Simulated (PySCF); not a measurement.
Molfile (atoms numbered from 1):
```
C6H15OP
     RDKit          3D

 23 22  0  0  0  0  0  0  0  0999 V2000
    2.5978    0.6052    0.4574 C   0  0  0  0  0  0  0  0  0  0  0  0
    1.6627   -0.1193   -0.5014 C   0  0  0  0  0  0  0  0  0  0  0  0
    0.0508   -0.4848    0.2769 P   0  0  0  0  0  5  0  0  0  0  0  0
    0.1797   -1.2440    1.5663 O   0  0  0  0  0  0  0  0  0  0  0  0
   -0.8934   -1.3881   -1.0002 C   0  0  0  0  0  0  0  0  0  0  0  0
   -2.2977   -1.7384   -0.5270 C   0  0  0  0  0  0  0  0  0  0  0  0
   -0.7942    1.1217    0.5022 C   0  0  0  0  0  0  0  0  0  0  0  0
   -1.0011    1.9806   -0.7356 C   0  0  0  0  0  0  0  0  0  0  0  0
    2.6331    0.0746    1.4204 H   0  0  0  0  0  0  0  0  0  0  0  0
    2.2624    1.6356    0.6531 H   0  0  0  0  0  0  0  0  0  0  0  0
    3.6193    0.6612    0.0536 H   0  0  0  0  0  0  0  0  0  0  0  0
    1.5137    0.4363   -1.4418 H   0  0  0  0  0  0  0  0  0  0  0  0
    2.0780   -1.1038   -0.7743 H   0  0  0  0  0  0  0  0  0  0  0  0
   -0.8991   -0.8171   -1.9433 H   0  0  0  0  0  0  0  0  0  0  0  0
   -0.3102   -2.3056   -1.1841 H   0  0  0  0  0  0  0  0  0  0  0  0
   -2.9390   -0.8464   -0.4538 H   0  0  0  0  0  0  0  0  0  0  0  0
   -2.7877   -2.4412   -1.2169 H   0  0  0  0  0  0  0  0  0  0  0  0
   -2.2545   -2.2057    0.4681 H   0  0  0  0  0  0  0  0  0  0  0  0
   -0.2058    1.6491    1.2709 H   0  0  0  0  0  0  0  0  0  0  0  0
   -1.7511    0.8730    0.9899 H   0  0  0  0  0  0  0  0  0  0  0  0
   -1.5166    2.9192   -0.4821 H   0  0  0  0  0  0  0  0  0  0  0  0
   -0.0461    2.2533   -1.2106 H   0  0  0  0  0  0  0  0  0  0  0  0
   -1.6139    1.4678   -1.4929 H   0  0  0  0  0  0  0  0  0  0  0  0
  1  2  1  0
  2  3  1  0
  3  4  2  0
  3  5  1  0
  5  6  1  0
  3  7  1  0
  7  8  1  0
  1  9  1  0
  1 10  1  0
  1 11  1  0
  2 12  1  0
  2 13  1  0
  5 14  1  0
  5 15  1  0
  6 16  1  0
  6 17  1  0
  6 18  1  0
  7 19  1  0
  7 20  1  0
  8 21  1  0
  8 22  1  0
  8 23  1  0
M  END
```

Geometry: PBE0-D3(BJ)/def2-SVP; GIAO shifts from PySCF 2.14, gas phase, non-relativistic, averaged over equivalent atoms.

At PBE0/6-31G (106 basis functions, 13 s wall time on 1 thread of an Arm Neoverse V2, shared host):
```json
{"atoms": "C2/C5/C7", "δ (ppm)": "19.1"}
{"atoms": "C1/C6/C8", "δ (ppm)": "7.7"}
{"atoms": "P3", "δ (ppm)": "-21.9"}
{"atoms": "O4", "δ (ppm)": "32.6"}
{"atoms": "H12/H13/H14/H15/H19/H20", "δ (ppm)": "1.13"}
{"atoms": "H9/H10/H11/H16/H17/H18/H21/H22/H23", "δ (ppm)": "1.05"}
```

Scale: ¹³C (199.54 ppm) and ¹H (32.61 ppm) against TMS; H3PO4 for ³¹P (364.31 ppm); ¹⁷O (318.49 ppm) against H2O (reference shieldings calculated alike).

Problem. What do these become at B97-D/pcSseg-1?

Solution. 
| atoms | δ at B97-D/pcSseg-1 | change |
| --- | --- | --- |
| C2/C5/C7 | 23.4 | +4.3 |
| C1/C6/C8 | 8.6 | +0.9 |
| P3 | 25.7 | +47.6 |
| O4 | 90.6 | +58.0 |
| H12/H13/H14/H15/H19/H20 | 1.38 | +0.25 |
| H9/H10/H11/H16/H17/H18/H21/H22/H23 | 1.08 | +0.03 |

δ = σ(ref) − σ, references computed at the same level: TMS for ¹³C (σref 179.17) and ¹H (σref 31.41); ³¹P (σref 307.82) against H3PO4; ¹⁷O (σref 330.37) against H2O.

The largest change is at O4 (P=O oxygen). Cost: 218 basis functions, 47 s wall time on 1 thread of an Arm Neoverse V2, shared host.

Experimental scales use liquid or dissolved standards, which lie at an offset from isolated H2O (liquid H2O: subtract about 36 ppm) and H3PO4.
